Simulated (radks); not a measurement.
Values are calculated unless marked as measured or tabulated.
Species: the helium ion He+. Configuration: 2p1 (not the ground configuration). Level of theory: non-relativistic Kohn-Sham, TPSS, spin-unpolarised, spherical densities, point nucleus; meta-GGA in the generalised Kohn-Sham scheme; without spin polarisation the odd electron is poorly described (a radial shooting solver on a logarithmic mesh with Libxc functionals).

Normalised radial functions P(r) = r R(r), r in bohr:

r            2p
0.03648  0.0014
0.04826  0.0024
0.06386  0.0041
0.08449  0.0070
0.1118   0.0119
0.1491   0.0204
0.1973   0.0340
0.261    0.0559
0.3454   0.0901
0.457    0.1419
0.6046   0.2163
0.8      0.3117
1.067    0.4264
1.412    0.5373
1.868    0.6112
2.472    0.5980
3.27     0.4783
4.327    0.3001
5.725    0.1403
7.636    0.0419

2p: eigenvalue -9.403 eV, 0 radial nodes, <r> = 2.59 bohr, 90 % of the charge inside 4.14 bohr.

Empty levels of this run are not shown, since the potential may be unsettled where no density lies.
